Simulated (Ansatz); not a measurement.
## Ansatz (development build ahead of 0.2.0) run

```yaml
crystal:
  periodic: [false, false, false]
  atoms:
    - { symbol: C, position_ang: [0.0, 0.65801, 0.0] }
    - { symbol: C, position_ang: [-1.14359, 1.28865, 0.0] }
    - { symbol: C, position_ang: [-2.23635, 0.65074, 0.0] }
    - { symbol: C, position_ang: [-2.23635, -0.65074, 0.0] }
    - { symbol: C, position_ang: [-1.14359, -1.28865, 0.0] }
    - { symbol: C, position_ang: [0.0, -0.65801, 0.0] }
    - { symbol: C, position_ang: [2.23635, 0.65074, 0.0] }
    - { symbol: C, position_ang: [1.14359, 1.28865, 0.0] }
    - { symbol: C, position_ang: [1.14359, -1.28865, 0.0] }
    - { symbol: C, position_ang: [2.23635, -0.65074, 0.0] }
    - { symbol: H, position_ang: [-1.14121, 2.29463, 0.0] }
    - { symbol: H, position_ang: [-3.11002, 1.14816, 0.0] }
    - { symbol: H, position_ang: [-3.11002, -1.14816, 0.0] }
    - { symbol: H, position_ang: [-1.14121, -2.29463, 0.0] }
    - { symbol: H, position_ang: [3.11002, 1.14816, 0.0] }
    - { symbol: H, position_ang: [1.14121, 2.29463, 0.0] }
    - { symbol: H, position_ang: [1.14121, -2.29463, 0.0] }
    - { symbol: H, position_ang: [3.11002, -1.14816, 0.0] }
basis:
  gaussian: { orbitals: cc-pVDZ }
hamiltonian:
  xc: hf
```

The input is written out in the form of the current development build from the run's settings.

The run gave:

```json
{"Converged": "yes", "Total energy": "-383.19206 hartree", "Spin squared of the determinant": "0.000"}
```

Caution: no unrestricted run beside it, a lower state can exist.
